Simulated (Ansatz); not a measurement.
The same hydrolysis along the group B, Al, In.

Gas-phase electronic energies from Ansatz, PBE0-D4/def2-TZVP geometries. CCSD(T)/CBS adds triple-zeta CCSD(T) − MP2 to the extrapolated MP2 energy (def2 sets, frozen cores). Small cases extrapolate CCSD(T) itself. Functionals use def2-TZVPP. def2 core potentials past Kr. For In outer-core shells are correlated without core-valence functions, which leaves a few kJ/mol of doubt a bond. Each species was taken in one conformer, which may not be the lowest.

| reaction | CCSD/CBS(def2) (kJ/mol) | r2SCAN-D4 (kJ/mol) | ωB97X-V (kJ/mol) | PBE-D4 (kJ/mol) | CCSD(T)/CBS(def2) (kJ/mol) |
| --- | --- | --- | --- | --- | --- |
| `OBCl` + H₂O → `OBO` + HCl | -41 | -40 | -41 | -36 | -38 |
| `[OH][AlH][Cl]` + H₂O → `[OH][AlH][OH]` + HCl | 33 | 31 | 31 | 32 | 33 |
| `[OH][InH][Cl]` + H₂O → `[OH][InH][OH]` + HCl | 94 | 94 | 93 | 90 | 92 |

Largest T1 diagnostic: 0.017, for `[OH][InH][OH]`.

Extrapolated directly: `OBCl` + H₂O → `OBO` + HCl; `[OH][AlH][Cl]` + H₂O → `[OH][AlH][OH]` + HCl.
